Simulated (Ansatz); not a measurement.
Job for Ansatz (an electronic-structure program): U-PBE/def2-TZVPP on CH3Si (SMILES C[Si]), 2S+1 = 2, atoms moved off the minimum.

Ansatz 0.2 input:
```yaml
crystal:
  periodic: [false, false, false]
  atoms:
    - {symbol: C, position_ang: [-1.20562396, 0.15851912, 0.05186126]}
    - {symbol: Si, position_ang: [0.77489170, -0.08822429, 0.09368884]}
    - {symbol: H, position_ang: [-1.44194229, -0.47787618, -0.75388247]}
    - {symbol: H, position_ang: [-1.49693522, 1.15950681, 0.02360349]}
    - {symbol: H, position_ang: [-1.56753518, -0.52123014, 0.82993708]}
basis:
  gaussian:
    orbitals: def2-TZVPP
hamiltonian:
  xc: {name: PBE}
magnetization: {spin_polarized: true, initial_magnetization: 1}
output: {forces: true}
```

Task: What total energy does the run end on?

Result: -329.1160 hartree.

Task: How many basis functions does it have, and what does it roughly cost on one machine?

Result: 115 functions; very roughly 6 core-seconds.
